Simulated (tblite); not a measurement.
Parent: `[CH3:1][CH2:2][CH:3]1[C@@H:4]([F:5])[C@@H:6]1[F:7]` with C1–C2–C3–C4 84°, C5H8F2.

Structures optimised with GFN2-xTB, isolated species. One conformer each, not checked by frequencies here.

```tsv
coordinate of the parent	value
C1–C2	1.526 Å
C2–C3	1.512 Å
C3–C4	1.505 Å
C4–F5	1.362 Å
C4–C6	1.496 Å
C6–F7	1.362 Å
C3–C6	1.501 Å
C1–C2–C3	111.0°
C2–C3–C4	120.6°
C2–C3–C6	120.3°
C4–C3–C6	59.7°
C3–C4–F5	118.9°
C3–C4–C6	60.0°
F5–C4–C6	117.4°
C4–C6–F7	117.7°
C3–C6–C4	60.3°
C3–C6–F7	118.8°
```

**Question.** How does the shared frame change in `[CH3:1][C@@H:2]([NH:3][SiH3:4])[CH:5]1[C@H:6]([F:7])[C@H:8]1[F:9]` with C1–C2–N3–Si4 44°, C1–C2–C5–C6 88°, C5H11F2NSi? Atoms pair as C1 = C1, C2 = C2, C3 = C5, C4 = C6, F5 = F7, C6 = C8, F7 = F9 (parent first).

**Answer.** 
```json
{"parent": "C1–C2", "relative": "C1–C2", "value in the relative": "1.523 Å", "change": "-0.003"}
{"parent": "C2–C3", "relative": "C2–C5", "value in the relative": "1.526 Å", "change": "+0.014"}
{"parent": "C3–C4", "relative": "C5–C6", "value in the relative": "1.499 Å", "change": "-0.006"}
{"parent": "C4–F5", "relative": "C6–F7", "value in the relative": "1.361 Å", "change": "-0.001"}
{"parent": "C4–C6", "relative": "C6–C8", "value in the relative": "1.494 Å", "change": "-0.002"}
{"parent": "C6–F7", "relative": "C8–F9", "value in the relative": "1.363 Å", "change": "+0.001"}
{"parent": "C3–C6", "relative": "C5–C8", "value in the relative": "1.504 Å", "change": "+0.003"}
{"parent": "C1–C2–C3", "relative": "C1–C2–C5", "value in the relative": "109.8°", "change": "-1.2"}
{"parent": "C2–C3–C4", "relative": "C2–C5–C6", "value in the relative": "120.3°", "change": "-0.3"}
{"parent": "C2–C3–C6", "relative": "C2–C5–C8", "value in the relative": "120.4°", "change": "+0.1"}
{"parent": "C4–C3–C6", "relative": "C6–C5–C8", "value in the relative": "59.7°", "change": "0.0"}
{"parent": "C3–C4–F5", "relative": "C5–C6–F7", "value in the relative": "119.0°", "change": "+0.1"}
{"parent": "C3–C4–C6", "relative": "C5–C6–C8", "value in the relative": "60.3°", "change": "+0.3"}
{"parent": "F5–C4–C6", "relative": "F7–C6–C8", "value in the relative": "117.9°", "change": "+0.5"}
{"parent": "C4–C6–F7", "relative": "C6–C8–F9", "value in the relative": "117.3°", "change": "-0.4"}
{"parent": "C3–C6–C4", "relative": "C5–C8–C6", "value in the relative": "60.0°", "change": "-0.3"}
{"parent": "C3–C6–F7", "relative": "C5–C8–F9", "value in the relative": "118.6°", "change": "-0.2"}
```

Of the parent's bonds, C2–C3 changes most (+0.014 Å). Bonds of the relative outside the shared frame: C2–N3 1.444, N3–Si4 1.721 Å. Point group C1 → C1.

The numbers are calculated, not measured.
